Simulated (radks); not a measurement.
Results of a calculation; reference values are marked as such.
All-electron atom: Os62+ in [Ne] 3s2 3p2. Level of theory: scalar-relativistic Kohn-Sham, LB94 model potential, spin-polarised, spherical densities, finite nucleus; open shells are filled with parallel spins first (spin-orbit coupling, left out, can overturn this in heavy ions); Fermi nuclear charge, rms radius 5.4126 fm (a radial shooting solver on a logarithmic mesh with Libxc functionals).

Unscreened Slater integrals over Kohn-Sham orbitals (cm^-1). They are taken over the spin-up orbitals. Empty in this configuration: 3d.

F0(3p,3p): 1122900
F2(3p,3p): 560130
F0(3p,3s): 1110700
G1(3p,3s): 718290
F0(3p,2p): 1484700
F2(3p,2p): 387080
G0(3p,2p): 155240
G2(3p,2p): 172330
F0(3p,2s): 1445700
G1(3p,2s): 122660
F0(3p,3d): 1180100
F2(3p,3d): 563700
G1(3p,3d): 583810
G3(3p,3d): 396420
F0(3s,3s): 1101900
F0(3s,2p): 1439700
G1(3s,2p): 152280
F0(3s,2s): 1414300
G0(3s,2s): 123030
F0(3s,3d): 1167900
G2(3s,3d): 452210
F0(2p,2p): 3020000
F2(2p,2p): 1428600
F0(2p,2s): 2814700
G1(2p,2s): 1614600
F0(2p,3d): 1610800
F2(2p,3d): 506870
G1(2p,3d): 486450
G3(2p,3d): 280970
F0(2s,2s): 2686600
F0(2s,3d): 1593900
G2(2s,3d): 432960
F0(3d,3d): 1281500
F2(3d,3d): 666960
F4(3d,3d): 432590

Derived for the open shells (J is the average intra-shell exchange parameter used in DFT+U). 3p: J = F2/5 = 112000 cm^-1.
